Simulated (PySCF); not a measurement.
C7H12O3.
Structure used (GFN2-xTB), in Å, numbered top down from 1:
```xyz
22
C7H12O3 angstrom
C      3.9937   -0.1034   -0.5391
O      3.5647    0.0220    0.8000
C      2.2552   -0.4084    1.0268
C      1.1776    0.4917    0.4270
O      1.3634    1.4581   -0.2610
O     -0.0299    0.0398    0.7712
C     -1.1533    0.7841    0.2788
C     -2.4115    0.0856    0.7148
C     -2.9522   -1.0460   -0.1078
C     -3.6685    0.2678   -0.0812
H      3.4042    0.5235   -1.2118
H      3.9361   -1.1482   -0.8706
H      5.0302    0.2256   -0.5532
H      2.1182   -0.4252    2.1115
H      2.0911   -1.4285    0.6416
H     -1.0991    1.8029    0.6811
H     -1.0874    0.8457   -0.8131
H     -2.5031    0.0081    1.7903
H     -3.3928   -1.8866    0.4047
H     -2.4196   -1.3167   -1.0064
H     -4.6022    0.3367    0.4546
H     -3.6253    0.8907   -0.9613
```

NICS is the negative of the GIAO shielding at a point without a nucleus: at the ring centre (0) and 1 Å above and below it (1); zz is the component along the ring normal. Level: GIAO PBE0/pcSseg-1 (PySCF, non-relativistic, gas phase) on the GFN2-xTB geometry, one conformer.

Ring bond lengths (Å), with Mayer bond orders in brackets: C8–C9 1.500 (0.94), C9–C10 1.497 (0.98), C10–C8 1.499 (0.95).

Q: What do the NICS probes read (ppm)?

A: 
```csv
ring,type,NICS(0),"NICS(1), two faces","NICS(1)zz, two faces",rms pucker (Å),"centre to ring atoms, mean (Å)"
C8–C9–C10,3-membered carbocycle; formal bonds all single,-43.8,-8.6 / -8.6,-22.0 / -23.7,0.00,0.87
```

Q: What can be read from them?

A: 
- C8–C9–C10: mean NICS(1)zz -22.9 ppm, shielded. C8, C9, C10 have four or more neighbours, so the value isn't read as a sign of a π ring current. NICS(0) lies 35 ppm below the mean NICS(1).

Q: What are the shieldings of the ring atoms and their hydrogens in the same run (means over atoms taken as equivalent)?

A: 
| atoms | environment | σ isotropic (ppm) |
| --- | --- | --- |
| C8 | three-membered-ring carbon | 174.5 |
| C9 (×2) | three-membered-ring carbon | 181.9 |
| H18 | methine hydrogen | 30.63 |
| H19 (×2) | methylene hydrogen | 31.12 |
| H20 (×2) | methylene hydrogen | 31.53 |
